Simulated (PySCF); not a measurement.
Molecule: sum formula SiN₃H₆, net charge -1, singlet state. It need not be the lowest isomer of its formula. Whether it binds its extra electron was not tested at this geometry. 
Coordinates optimised at B3LYP-D3(BJ)/def2-TZVP (Ansatz):
```xyz
10

Si    -0.0964     0.1855     0.2510
N     -0.1926     1.4535    -0.7985
N     -1.2443    -1.1485    -0.0467
N      1.5717    -0.4578     0.2440
H     -0.2958     0.3283     1.7591
H     -1.1285     1.7821    -1.0190
H     -1.0170    -2.0048     0.4493
H     -1.3056    -1.3683    -1.0351
H      2.0793    -0.2051     1.0843
H      2.0741    -0.0604    -0.5439
```
Charge -1, spin multiplicity 1.

Dispersion corrections to the total energy (kcal/mol) from the dftd3 and dftd4 libraries through PySCF: D3(BJ) without and D4 with the three-body term, each with the damping fitted for the functional named.

```json
[
 {"functional": "HF", "D3(BJ)": "(withheld)", "D4": "-18.36"},
 {"functional": "B2GP-PLYP", "D3(BJ)": "(withheld)", "D4": "-2.12"},
 {"functional": "BP86", "D3(BJ)": "-7.07", "D4": "-6.70"},
 {"functional": "BHLYP", "D3(BJ)": "-6.15", "D4": "-5.94"},
 {"functional": "CAM-B3LYP", "D3(BJ)": "-3.46", "D4": "-4.27"},
 {"functional": "r2SCAN", "D3(BJ)": "-1.23", "D4": "-1.25"},
 {"functional": "BLYP", "D3(BJ)": "-9.50", "D4": "(withheld)"}
]
```

Some entries are withheld; supply them.


- HF, D3(BJ): -36.58
- B2GP-PLYP, D3(BJ): -2.98
- BLYP, D4: -11.30
